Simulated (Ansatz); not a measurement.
Reaction (germylene formation by 1,1-elimination): `[SH][GeH2][Cl]` → H₂ + `[SH][Ge][Cl]`

Gas-phase electronic energies from Ansatz, PBE0-D4/def2-TZVP geometries. CBS: MP2 limit from def2 TZ/QZ plus the TZ coupled-cluster correction, frozen cores. This one scheme is used for every species. Functionals use def2-TZVPP. B3LYP here is the variant with VWN-RPA as its local correlation; programs differ in this. HSE06 is defined as in plane-wave codes. For Ge outer-core shells are correlated without core-valence functions, which leaves a few kJ/mol of doubt a bond. Scalar relativity is left out up to krypton. One conformer a species, not always the lowest.

```csv
level,ΔE (kJ/mol),difference from CCSD(T)/CBS
LDA (SPW92),77.8,15.1
PBE-D4,45.3,-17.4
BLYP-D4,18.0,-44.7
r2SCAN-D4,65.4,2.7
B97M-V,75.3,12.6
PBE0-D4,69.3,6.6
B3LYP-D4,41.7,-21.0
r2SCANh-D4,70.8,8.1
r2SCAN0-D4,78.7,16.0
HSE06-D4,68.9,6.2
BHLYP-D4,67.5,4.8
CAM-B3LYP-D4,64.0,1.3
ωB97X-V,79.5,16.8
ωB97M-V,60.5,-2.2
B2PLYP,55.8,-6.9
PBE-QIDH,88.4,25.7
PBE,43.5,-19.2
revPBE,31.3,-31.4
BLYP,14.4,-48.3
r2SCAN,64.8,2.1
PBE0,67.7,5.0
r2SCANh,70.2,7.5
r2SCAN0,78.0,15.3
HSE06,67.4,4.7
BHLYP,66.1,3.4
CAM-B3LYP,62.4,-0.3
LC-ωPBE,94.6,31.9
RPA@PBE/def2-TZVPP,65.8,3.1
HF/def2-SVP,90.0,27.3
MP2/def2-SVP,86.5,23.8
CCSD/def2-SVP,80.4,17.7
CCSD(T)/def2-SVP,75.9,13.2
HF/def2-TZVPP,82.6,19.9
MP2/def2-TZVPP,80.9,18.2
CCSD/def2-TZVPP,81.8,19.1
HF/def2-QZVPP,82.1,19.4
SCS-MP2/def2-QZVPP,70.6,7.9
HF/CBS(def2),82.0,19.3
MP2/CBS(def2),66.6,3.9
CCSD/CBS(def2),67.5,4.8
CCSD(T)/CBS,62.7,0
```

Largest T1 diagnostic among the species: 0.014.

From PBE to PBE0 (25 % exact exchange), in def2-TZVPP and without D4, ΔE moves by +24.2 kJ/mol. At CCSD(T), def2-SVP lies +13.2 kJ/mol from the extrapolated value and def2-TZVPP +14.3 kJ/mol.
